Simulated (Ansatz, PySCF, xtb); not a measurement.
Lewis adduct: BH3 (SMILES B) (first 4 atoms) with PH3 (SMILES P); geometry from B3LYP-D3(BJ)/def2-TZVP, rigid monomers moved along the line of their centres of mass till B1···P5 is 2.70 Å.
(charge 0, multiplicity 1):
| atom | x (Å) | y (Å) | z (Å) |
|---|---|---|---|
| B | -0.0303 | -0.0774 | 0.6721 |
| H | 1.0967 | -0.4211 | 0.4177 |
| H | -0.8416 | -0.9688 | 0.6552 |
| H | -0.3837 | 0.9320 | 0.1159 |
| P | 0.0883 | 0.6329 | 3.2760 |
| H | -1.0918 | 1.0907 | 3.8891 |
| H | 0.4792 | -0.3443 | 4.2088 |
| H | 0.9643 | 1.6723 | 3.6366 |

Monomers are frozen at their geometry in the pair; levels with a basis set take the counterpoise correction. Rows marked so take none.

Correlated levels freeze the cores. CBS(a, b) extrapolates the correlation energy as X⁻³ and adds the Hartree–Fock energy of set b. Rows in 3-21G, 6-311+G** carry no dispersion term and start afresh at each structure.

The values were computed with Ansatz (an electronic-structure program) with Gaussian orbitals; PySCF for 3-21G rows, 6-311+G** rows, the dispersion terms; xtb for the GFN methods. Values without a source in brackets are computed.

```csv
level,interaction energy (kJ/mol)
GFN2-xTB,-34.9
r2SCAN-D4/def2-TZVPPD,-80.9
B3LYP/3-21G (no counterpoise),-81.2
B3LYP/6-311+G** (no counterpoise),-67.6
PBE0/def2-TZVPPD,-77.2
"MP2/CBS(aug-cc-pV(D+d)Z, aug-cc-pV(T+d)Z)",-70.8
CCSD/aug-cc-pV(D+d)Z,-59.4
CCSD/aug-cc-pV(T+d)Z,…
CCSD(T)/aug-cc-pV(T+d)Z,-66.7
```

Question: Fill in the missing entries.

Answer: 
- CCSD/aug-cc-pV(T+d)Z, interaction energy (kJ/mol): -62.9
